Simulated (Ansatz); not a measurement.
SnClF₃, relaxed as a singlet with RKS PBE-D4/def2-SVP in Ansatz, starting from the GFN2-xTB geometry. Force threshold 0.02 eV/Å.

In the def2 sets Sn takes a core potential; there is no spin–orbit coupling.

Start:

Cartesian coordinates in Å:
```
Sn -0.006 0.010 -0.011
Cl -0.842 1.459 -1.522
F -0.881 -1.731 -0.034
F -0.159 0.632 1.831
F 1.888 -0.371 -0.264
```

Question: Estimate the energy that the relaxation releases and the steps that it takes.

Answer: 5.6 kJ/mol, in 3 steps; 4 s on 2 threads of AMD EPYC 7R13 on a shared host. No frequencies were taken in this run, so the end may be a saddle point.

Question: Does the start keep its bonding and symmetry?

Answer: By distances, no bond broke or formed. The bond that changes most is Sn1–Cl2, from 2.25 to 2.32 Å (atoms count from 1). Point group C3v at the start, C3v at the end, both within 0.05 Å.

Question: Predict the relaxed structure.

Answer: 
```xyz
5

Sn    0.0161   -0.0278    0.0290
Cl   -0.8451    1.4631   -1.5266
F    -0.8968   -1.7287   -0.0499
F    -0.1685    0.6514    1.8283
F     1.8943   -0.3581   -0.2809
```
Bond lengths: 3 × F–Sn 1.93 Å; 1 × Cl–Sn 2.32 Å.
